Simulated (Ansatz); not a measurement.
Born–Oppenheimer molecular dynamics of CH₅ClGe (8 atoms, charge 0, multiplicity 1). It goes on from the last frame of an earlier run, with new velocities.

Theory: RKS PBE-D4/def2-SVP (Ansatz).

```json
{
 "ensemble": "NVT, Langevin thermostat",
 "time step": "0.5 fs",
 "steps asked": "150",
 "set temperature": "2000 K",
 "friction": "0.005 /fs",
 "seed": "448290"
}
```

First frame:

```xyz
8
Properties=species:S:1:pos:R:3
Ge 0.133 -0.197 -0.071
Cl 0.129 -0.078 2.134
C 2.092 -0.131 -0.316
H 2.391 -1.127 0.151
H 2.312 -0.150 -1.395
H 2.571 0.705 0.344
H -0.776 0.981 -0.394
H -0.494 -1.568 -0.603
```

(1) How far do the bonds stretch over the last three quarters of this one trajectory? (Pairs bonded in most of those frames.)

## Answers

(1) 
```csv
bond,mean (Å),spread (Å),shortest,longest
Ge1–Cl2,2.226,0.109,2.09,2.38
Ge1–C3,1.988,0.050,1.89,2.06
Ge1–H7,1.572,0.030,1.53,1.63
Ge1–H8,1.561,0.028,1.52,1.62
C3–H4,1.113,0.030,1.07,1.18
C3–H5,1.136,0.092,0.99,1.30
C3–H6,1.129,0.083,0.99,1.25
```

Mean temperature of the second half: 982 K. The mean temperature of the second half is 51 % below the set value. A run of 0.075 ps of so small a system gives no equilibrium averages.

The run took 6.6 min on 1 thread of Arm Neoverse V1, with other jobs on the host, peak memory 0.13 GiB.
